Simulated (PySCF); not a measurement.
Stepwise substitution at one centre (Ge OH-SH). Gas-phase values, no solvent. One relaxed conformer stands for each flexible species; it need not be the lowest. Strings in code marks are SMILES.

The S1 excitation (TDA) from two functionals at the same geometries (B3LYP-D3(BJ)/def2-TZVP), both in PySCF: PBE-D3(BJ)/def2-TZVP and B3LYP-D3(BJ)/def2-TZVP. B3LYP has the VWN-RPA correlation part, as in Gaussian. Excitations are Tamm–Dancoff values on a coarser integration grid. The basis has no diffuse functions, so Rydberg states are missing or too high.

```csv
species,B3LYP-D3(BJ)/def2-TZVP (eV)
0 of 4 OH replaced by SH (`[OH][Ge]([OH])([OH])[OH]`),7.00
1 of 4 OH replaced by SH (`[OH][Ge]([OH])([OH])[SH]`),5.64
2 of 4 OH replaced by SH (`[OH][Ge]([OH])([SH])[SH]`),5.35
3 of 4 OH replaced by SH,4.70
4 of 4 OH replaced by SH (`[SH][Ge]([SH])([SH])[SH]`),4.35
```

Q: What does PBE-D3(BJ)/def2-TZVP give for each?

A: 
- 0 of 4 OH replaced by SH (`[OH][Ge]([OH])([OH])[OH]`): 6.21
- 1 of 4 OH replaced by SH (`[OH][Ge]([OH])([OH])[SH]`): 5.23
- 2 of 4 OH replaced by SH (`[OH][Ge]([OH])([SH])[SH]`): 4.94
- 3 of 4 OH replaced by SH: 4.26
- 4 of 4 OH replaced by SH (`[SH][Ge]([SH])([SH])[SH]`): 3.88
Over these rows, drawn at random from the members with no instability flagged (it was tested for open shells, ions and some series alone), PBE minus B3LYP-D3(BJ): mean -0.50 eV, from -0.79 eV to -0.41 eV.
